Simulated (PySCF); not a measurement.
Rigid-rotor lines calculated for a species of formula C3H2ClN3O (commonest isotopes; PBE/def2-SVP geometry optimisation, gas phase (PySCF)), labelled J(Ka,Kc):

```csv
transition,MHz
"1(0,1) ← 0(0,0)",2246.2
"2(0,2) ← 1(0,1)",4464.4
"2(1,2) ← 1(1,1)",4172.1
"1(1,1) ← 0(0,0)",4820.4
"2(1,1) ← 1(1,0)",4812.8
```

Problem. Find the rotational constants.

Solution. 1(0,1) ← 0(0,0) is B + C, 2(1,1) ← 1(1,0) is 3B + C and 2(1,2) ← 1(1,1) is B + 3C, so B − C is half the difference of the last two, 320.3 MHz. 1(1,1) ← 0(0,0) is A + C. A = 3857.5, B = 1283.3, C = 962.9 MHz.

Problem. What moments of inertia, asymmetry and inertial defect follow?

Solution. I = 505379 MHz·u·Å² over each constant: Ia = 131.01, Ib = 393.81, Ic = 524.83 u·Å²; κ = (2B − A − C)/(A − C) = -0.779 (asymmetric top); Δ = Ic − Ia − Ib = 0.00 u·Å².

Problem. Which dipole components do these lines need?

Solution. μa and μb (a-type: ΔKa even, ΔKc odd; b-type: both odd). The calculation gives |μa| = 2.36 D, |μb| = 0.93 D, |μc| = 0.00 D.

Problem. Predict further lines from these constants: 3(1,2) ← 3(0,3); 1(1,0) ← 1(0,1); 1(1,0) ← 1(1,1); 2(2,0) ← 2(1,1); 3(0,3) ← 2(1,2); 3(1,2) ← 3(1,3); 3(1,3) ← 2(0,2); 3(3,0) ← 3(2,1).

Solution. 
```csv
transition,MHz,type,branch
"1(1,0) ← 1(1,1)",320,a,Q
"3(1,2) ← 3(1,3)",1921,a,Q
"1(1,0) ← 1(0,1)",2895,b,Q
"3(1,2) ← 3(0,3)",3816,b,Q
"3(0,3) ← 2(1,2)",4346,b,R
"2(2,0) ← 2(1,1)",7751,b,Q
"3(1,3) ← 2(0,2)",8523,b,R
"3(3,0) ← 3(2,1)",13551,b,Q
```

Problem. Which structure gave them?

Solution. `c1(O)nc(ncn1)Cl`, point group Cs. Three constants can't fix a structure by themselves; this is the one that was computed:
```xyz
10
C3H2ClN3O angstrom
O      0.973   -2.900   -2.328
C      2.176   -2.388   -2.074
N      2.230   -1.132   -1.586
C      3.471   -0.692   -1.355
N      4.604   -1.378   -1.566
C      4.398   -2.608   -2.054
Cl     5.817   -3.562   -2.359
N      3.229   -3.179   -2.330
H      0.331   -2.198   -2.088
H      3.575    0.332   -0.952
```

The values belong to one conformer (point group Cs) with, in the numbering `[OH:1][c:2]1[n:3][cH:4][n:5][c:6]([Cl:7])[n:8]1`, H–O1–C2–N3 0°. Stationary, but not proved a minimum. Constants of a rigid frame at the computed geometry: no zero-point averaging, no centrifugal distortion. Quadrupole hyperfine structure (14N, 35Cl) is left out.
